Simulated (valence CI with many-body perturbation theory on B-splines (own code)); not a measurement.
**Pr XIX: calculated level list**

Calculated by relativistic CI+MBPT: five valence electrons over a frozen Dirac-Fock core [Kr], a basis of 7 s, 7 p, 8 d, 6 f, 4 g, 1 h functions for each j, with the one-electron correlation potential Σ1, the two-electron term Σ2, the three-electron term Σ3, Breit, model QED; selected CI, second order for the rest, scaled by the run's own slope (own B-spline code, finite nucleus).

No measured spectrum was set against this ion. As an estimate, terms of the open shell hold to 2 to 4 % of their energy, and close levels can change places. Among the levels kept, up to 450 cm⁻¹ of a level comes from second order outside the variational space, and about a tenth of that is noise between levels of different J, which matters for small intervals. The list stops below the first excitations out of the core.

Levels 1 to 37 of 37, with energies above the lowest level, 4d⁵ ⁶S_5/2. "Leading %" is the weight of the configuration and term that name the level; weights of strongly mixed levels are sums over their largest components and can fall short. Lifetimes count E1, E2, E3, M1 and M2 decay at the calculated energies, and are blank where another channel may lead or the interval is too uncertain; long ones can be off by a factor of two.

```
No.  Configuration  Term     J  E (cm⁻¹)  Leading %      g  Lifetime
  1            4d⁵    ⁶S   5/2       0.0         71  1.856          
  2            4d⁵    ⁴G   5/2     35244         26  1.073   1.80 ms
  3            4d⁵    ⁴G   7/2     52565         54  1.116   4.99 ms
  4            4d⁵    ⁴D   3/2     54853         46  1.317    881 μs
  5            4d⁵    ⁴G  11/2     56116         65  1.191          
  6            4d⁵    ⁴G   5/2     59685         37  1.086   1.44 ms
  7            4d⁵    ⁴G   9/2     60082         71  1.165   87.9 ms
  8            4d⁵    ⁴P   1/2     65225         58  1.743   20.4 ms
  9            4d⁵    ⁴D   7/2     74567         45  1.232   3.59 ms
 10            4d⁵    ²D   5/2     78672         36  1.240    777 μs
 11            4d⁵    ²F   7/2     85964         34  1.147   2.86 ms
 12            4d⁵    ²I  11/2     86117         65  1.025   2.28 ms
 13            4d⁵    ⁴D   1/2     89087         67  0.815   1.36 ms
 14            4d⁵    ²D   3/2     90614         42  1.047   2.16 ms
 15            4d⁵    ²G   9/2     92225         48  1.153   2.44 ms
 16            4d⁵    ⁴F   3/2     94956         49  0.976    474 μs
 17            4d⁵    ²I  13/2     95525         99  1.075   11.4 ms
 18            4d⁵    ²F   5/2    100040         37  1.015    750 μs
 19            4d⁵    ²H   9/2    111370         51  1.108    620 μs
 20            4d⁵    ²G   7/2    114250         61  0.995   2.73 ms
 21            4d⁵    ⁴F   5/2    114810         40  1.073    522 μs
 22            4d⁵    ²F   5/2    122290         38  1.129    361 μs
 23            4d⁵    ²D   3/2    122460         68  0.756   1.38 ms
 24            4d⁵    ²F   7/2    127010         63  1.080    739 μs
 25            4d⁵    ²S   1/2    129560         70  1.920    621 μs
 26            4d⁵    ⁴F   7/2    134790         44  1.192    475 μs
 27            4d⁵    ²G   9/2    137190         49  1.094   1.14 ms
 28            4d⁵    ²H  11/2    139700         67  1.066    430 μs
 29            4d⁵    ²D   3/2    147960         73  0.844    315 μs
 30            4d⁵    ²D   5/2    155490         63  1.108    352 μs
 31            4d⁵    ²G   9/2    162040         91  1.110    700 μs
 32            4d⁵    ²D   5/2    164360         53  1.105    425 μs
 33            4d⁵    ²G   7/2    170670         78  0.941    554 μs
 34            4d⁵    ²P   3/2    178150         81  1.235    916 μs
 35            4d⁵    ²P   1/2    194210         84  0.851    454 μs
 36            4d⁵    ²D   5/2    211760         88  1.188    208 μs
 37            4d⁵    ²D   3/2    218490         80  0.879
```

Names give the largest LS component (configuration and term), which can be under half, so a name can repeat, a term be missing and a line seem to break the LS rules; names also repeat where a configuration has a term twice.

Where two levels of one J and parity lie close, their mixing, g and order are uncertain.

The ionisation energy to 4d⁴ ⁵D0 of the next ion comes out as 516.67 eV (NIST: 516 ± 3 eV (theoretical)). All 37 levels together are meant to be complete up to 629080 cm⁻¹.
